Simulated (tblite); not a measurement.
C4H7F3S2Si.
Atom-mapped SMILES: `[CH3:1][C@:2]1([C:3]([F:4])([F:5])[F:6])[CH2:7][S:8][SiH2:9][S:10]1` (hydrogens: H11, H12, H13 on C1; H14, H15 on C7; H16, H17 on Si9)

Structure optimised with GFN2-xTB, isolated species.

Q: What internal coordinates does the optimisation give?

A: 
```json
{"bond": "C1–C2", "length (Å)": "1.523"}
{"bond": "C2–C3", "length (Å)": "1.531"}
{"bond": "C3–F4, C3–F6", "length (Å)": "1.336"}
{"bond": "C3–F5", "length (Å)": "1.347"}
{"bond": "C2–C7", "length (Å)": "1.525"}
{"bond": "C7–S8", "length (Å)": "1.821"}
{"bond": "S8–Si9", "length (Å)": "2.143"}
{"bond": "Si9–S10", "length (Å)": "2.150"}
{"bond": "C2–S10", "length (Å)": "1.845"}
{"bond": "C1–H11, C1–H12, C1–H13", "length (Å)": "1.088"}
{"bond": "C7–H14", "length (Å)": "1.091"}
{"bond": "C7–H15", "length (Å)": "1.091"}
{"bond": "Si9–H16", "length (Å)": "1.451"}
{"bond": "Si9–H17", "length (Å)": "1.451"}
```

Bonds in one row agree within 0.01 Å and their mean is given. A selection of angles:
```json
{"angle": "C1–C2–C3", "degrees": "109.1"}
{"angle": "C1–C2–C7", "degrees": "112.9"}
{"angle": "C1–C2–S10", "degrees": "110.6"}
{"angle": "C3–C2–C7", "degrees": "107.9"}
{"angle": "C3–C2–S10", "degrees": "106.1"}
{"angle": "C7–C2–S10", "degrees": "110.1"}
{"angle": "C2–C3–F4", "degrees": "113.1"}
{"angle": "C2–C3–F5", "degrees": "111.0"}
{"angle": "F4–C3–F5", "degrees": "106.2"}
{"angle": "F4–C3–F6", "degrees": "107.1"}
{"angle": "C2–C7–S8", "degrees": "112.0"}
{"angle": "C7–S8–Si9", "degrees": "95.8"}
{"angle": "S8–Si9–S10", "degrees": "100.3"}
{"angle": "C2–S10–Si9", "degrees": "96.4"}
```

Dihedral angles: C1–C2–C3–F4 57° (synclinal); C1–C2–C7–S8 -65° (synclinal); C2–C7–S8–Si9 -43° (synclinal); C7–S8–Si9–S10 14° (synperiplanar); S8–Si9–S10–C2 11° (synperiplanar); C1–C2–S10–Si9 86° (synclinal).

Si9 (SiH2 silicon) is distorted tetrahedral (angles from 100.3° to 116.8°). The 5-membered ring C2–C7–S8–Si9–S10 has internal angles of 95.8° to 112.0°; it is puckered, 0.23 Å rms from its mean plane, widest ring torsion 59°. The 2 C–S bonds span 1.821 Å (C7–S8, drawn single) to 1.845 Å (C2–S10, drawn single), a spread of 0.024 Å. Of the pairs four or more bonds apart, F6···H15 is among the closest relative to their van der Waals radii: 2.48 Å, 93 % of the sum of Bondi's values.

Point group: C1 (no symmetry element, even within 0.4 Å). Its GFN2-xTB frequencies are all real (lowest 52 cm⁻¹). The numbers are those of one conformer. 2 starts were optimised and ended at 0.00 and 0.88 kcal/mol (GFN2-xTB); the lowest of these is shown.

All values are computed, not measured.
